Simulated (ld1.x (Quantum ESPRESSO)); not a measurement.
How hard is this silicon ultrasoft potential?

* Element: Si
* Generator: ld1.x (Quantum ESPRESSO) 7.5
* Type: ultrasoft
* Functional: PBE
* Relativity: non-relativistic
* Frozen core: [Ne]
* Valence charge: 4
* Reference configuration: 3s2 3p0 (charge +2)
* Partial waves: 3s (bound): rcut 1.50, rcutus 1.90 bohr; 3s channel at 0.9 Ry: rcut 1.50, rcutus 1.90 bohr; 3p (bound, empty): rcut 1.40, rcutus 1.70 bohr; 3p channel at -0.95 Ry: rcut 1.40, rcutus 1.70 bohr
* Local potential: all-electron potential smoothed inside 1.70 bohr (lloc = -2)
* Core correction: none
* Augmentation charge: PSQ, radius 1.40 bohr

The pseudo-atom Hamiltonian at the reference potential is diagonalised in spherical Bessel functions j_l(qr) that vanish at 20 bohr, with q² up to the cutoff. All-electron valence levels (Ry): 3s -2.0930, 3p -1.5079.

**Question.** How do the lowest levels (Ry) of each channel move with the cutoff, and are there ghosts?

**Answer.**

```
cutoff (Ry)     s #1     p #1     p #2     d #1     d #2     f #1  Σ f·Δε (mRy)
          8  -2.0914  -1.5069  -0.5488  -0.7167  -0.3191  -0.2884           3.3
         10  -2.0925  -1.5077  -0.5494  -0.7203  -0.3204  -0.2886           1.1
         12  -2.0928  -1.5077  -0.5495  -0.7217  -0.3209  -0.2886           0.6
         15  -2.0928  -1.5077  -0.5495  -0.7221  -0.3211  -0.2886           0.6
         18  -2.0929  -1.5078  -0.5495  -0.7222  -0.3211  -0.2886           0.3
        400  -2.0931  -1.5079  -0.5495  -0.7222  -0.3211  -0.2886           0.0
```

Result: no extra level below or beside the all-electron valence levels (s, p, d, f tested); 10 mRy is reached at 8 Ry and 1 mRy at 12 Ry.
